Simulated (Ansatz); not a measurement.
## Nudged elastic band run: CH5ClO2Si

Input file:

```yaml
crystal:
  periodic: [false, false, false]
  atoms:
    - { symbol: O, position_ang: [-0.939948, 1.208957, -0.400167] }
    - { symbol: C, position_ang: [0.137392, 0.381887, -0.259883] }
    - { symbol: O, position_ang: [0.684696, -0.06397, -1.432414] }
    - { symbol: Si, position_ang: [-0.349576, -1.11847, 0.837528] }
    - { symbol: Cl, position_ang: [1.469852, 1.318519, 0.662193] }
    - { symbol: H, position_ang: [-0.673233, 2.027452, -0.843998] }
    - { symbol: H, position_ang: [1.16753, 0.655051, -1.865181] }
    - { symbol: H, position_ang: [-1.401033, -1.900487, 0.124727] }
    - { symbol: H, position_ang: [-0.875836, -0.605271, 2.13168] }
    - { symbol: H, position_ang: [0.863154, -1.954767, 1.048616] }
basis:
  gaussian: { orbitals: def2-SVP }
hamiltonian:
  xc: pbe0
neb:
  order_check: false
  images: 7
  f_tol: 0.2
  max_iterations: 60
  initial_path: idpp
  final_atoms:
    - { symbol: O, position_ang: [-0.70015293, 1.26619817, -0.76301206] }
    - { symbol: C, position_ang: [0.25458915, 0.35800593, -0.3770589] }
    - { symbol: O, position_ang: [0.84625011, -0.15466559, -1.47140301] }
    - { symbol: Si, position_ang: [-0.34347086, -1.04889446, 0.78987344] }
    - { symbol: Cl, position_ang: [1.52048433, 1.31383662, 0.68477184] }
    - { symbol: H, position_ang: [-0.9576959, 1.79499933, 0.00248114] }
    - { symbol: H, position_ang: [0.99791896, 0.57053438, -2.09825598] }
    - { symbol: H, position_ang: [-1.34103313, -1.88090769, 0.05418249] }
    - { symbol: H, position_ang: [-1.00571008, -0.39317976, 1.95453335] }
    - { symbol: H, position_ang: [0.81181835, -1.87702592, 1.22698869] }
```

Launched with:

```bash
$ ansatz run input.yaml --threads 2 --pin off --max-ram 3072MiB --backend cpu --events-out ev --progress --plain --runs-dir out
```

Output, in part (warnings, iteration lines, the closing report on the highest movable image, with atoms numbered from 0):

```
NEB end point (image 0): max|allowed force component| = 1.004e-2 eV/Å (the criterion of neb.relax_end_points is 4.000e-2)
NEB end point (image 8): max|allowed force component| = 1.349e-2 eV/Å (the criterion of neb.relax_end_points is 4.000e-2)
NEB iter   1: max|band force component| = 9.120e-1 eV/Å  barrier→ = 0.1013 eV  barrier← = 0.1754 eV  Δτ_max = 0.1062 Å  (226 SCF iters)
NEB iter   2: max|band force component| = 4.331e-1 eV/Å  barrier→ = 0.0222 eV  barrier← = 0.0963 eV  CI = image 3  Δτ_max = 0.0434 Å  (198 SCF iters)
NEB iter   3: max|band force component| = 2.494e-1 eV/Å  barrier→ = 0.0103 eV  barrier← = 0.0845 eV  CI = image 3  Δτ_max = 0.0683 Å  (200 SCF iters)
NEB iter   4: max|band force component| = 7.231e-2 eV/Å  barrier→ = 0.0030 eV  barrier← = 0.0771 eV  CI = image 3  Δτ_max = 0.0000 Å  (378 SCF iters)
Total energy: -25589.05249610 eV, -940.3803343491 hartree
Atom 0 at    -0.888640     1.183935    -0.548439 Å, force    -0.004090    -0.008664    -0.022492 eV/Å
Atom 1 at     0.180340     0.348920    -0.305266 Å, force    -0.026076    -0.025343    -0.004644 eV/Å
Atom 2 at     0.754791    -0.149955    -1.431903 Å, force    -0.002770     0.011175    -0.033167 eV/Å
Atom 3 at    -0.336745    -1.100470     0.846025 Å, force     0.004660    -0.024495     0.007244 eV/Å
Atom 4 at     1.441684     1.359140     0.631884 Å, force     0.045616     0.032454     0.050279 eV/Å
Atom 5 at    -0.586647     2.101183    -0.519067 Å, force    -0.002623     0.012365    -0.006596 eV/Å
Atom 6 at     0.933386     0.574845    -2.050395 Å, force    -0.015903    -0.016726     0.016733 eV/Å
Atom 7 at    -1.389693    -1.896560     0.151175 Å, force    -0.001610     0.005727    -0.005670 eV/Å
Atom 8 at    -0.878227    -0.519987     2.104972 Å, force     0.003119     0.009553     0.001867 eV/Å
Atom 9 at     0.852748    -1.952150     1.124115 Å, force    -0.000325     0.003955    -0.003554 eV/Å
Dipole moment:    -0.040516     0.248901    -0.221434 e Å
```

It converged. The threshold of 0.2 eV/Å is loose, so the images may lie well off the minimum-energy path. The top lies less than 8 meV above the higher end, about what the thresholds resolve: that end is a shoulder or a very shallow well. Another band between the same ends (7 images) ends at a top of the same energy, where a vibrational analysis finds 1 clearly imaginary mode.

Final band (atoms are numbered from 1 in the order of the input):

| image | path coordinate (Å) | energy (eV) | dihedral H6–O1–C2–Si4 (°) |
| --- | --- | --- | --- |
| 0 | 0.00 | 0.000 | 172 |
| 1 | 0.17 | 0.000 | 162 |
| 2 | 0.34 | 0.002 | 151 |
| 3 | 0.51 | 0.003 | 139 |
| 4 | 0.69 | -0.003 | 123 |
| 5 | 0.88 | -0.023 | 107 |
| 6 | 1.06 | -0.049 | 92 |
| 7 | 1.24 | -0.068 | 79 |
| 8 | 1.42 | -0.074 | 69 |

Time of the run: 80 s on 2 threads of Intel(R) Xeon(R) Platinum 8488C (Sapphire Rapids), with other jobs on the host, peak memory 0.25 GiB.
